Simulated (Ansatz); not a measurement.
trimethyl amine (C$_{3}$H$_{9}$N), singlet, geometry from GFN2-xTB. Base run: PBE0/def2-SV(P) (Ansatz, an electronic-structure program).

Input for Ansatz:
Ansatz 0.2 input:
```yaml
crystal:
  periodic: [false, false, false]
  atoms:
    - {symbol: N, position_ang: [-0.00261790, 0.00013854, 0.37401739]}
    - {symbol: C, position_ang: [-0.00152192, 1.37970834, -0.06300031]}
    - {symbol: C, position_ang: [1.19627023, -0.68818901, -0.05385049]}
    - {symbol: C, position_ang: [-1.19343643, -0.69158875, -0.07057579]}
    - {symbol: H, position_ang: [0.00601956, 1.47958855, -1.16082857]}
    - {symbol: H, position_ang: [0.87937092, 1.88014242, 0.33668072]}
    - {symbol: H, position_ang: [-0.88934309, 1.87762614, 0.32430169]}
    - {symbol: H, position_ang: [1.29087415, -0.73861551, -1.15101370]}
    - {symbol: H, position_ang: [1.18494027, -1.70346684, 0.34014693]}
    - {symbol: H, position_ang: [2.06712214, -0.17042002, 0.34575384]}
    - {symbol: H, position_ang: [-1.27253017, -0.74226236, -1.16895468]}
    - {symbol: H, position_ang: [-2.07126594, -0.17630754, 0.31678972]}
    - {symbol: H, position_ang: [-1.18473380, -1.70683808, 0.32356185]}
basis:
  gaussian:
    orbitals: def2-SV_P_.json
hamiltonian:
  xc: pbe0
```
The basis file holds def2-SV(P) in the JSON format of the Basis Set Exchange.

Each row names what was changed in the base input (with any setting that the change needs).

```
change                                                            ΔE vs base (kcal/mol)
----------------------------------------------------------------  ---------------------
base                                                                              0.000
lower_state_search = light                                                        0.000
final_grid = 10, 20, 41                                                           0.000
fitting.mean_field = cc-pVTZ-JKFIT                                               -0.030
forces = on                                                                       0.000
point_charge = charge:-1.0 position_ang:0.9195, -4.0257, -3.1294                  -1.97
lower_state_search = full                                                         0.000
lower_state_search = off                                                          0.000
final_grid = 14, 28, 59                                                           0.000
final_grid = 4, 8, 17                                                             0.127
point_charge = charge:0.5 position_ang:-3.3897, -0.0356, 3.7371                   -1.23
```
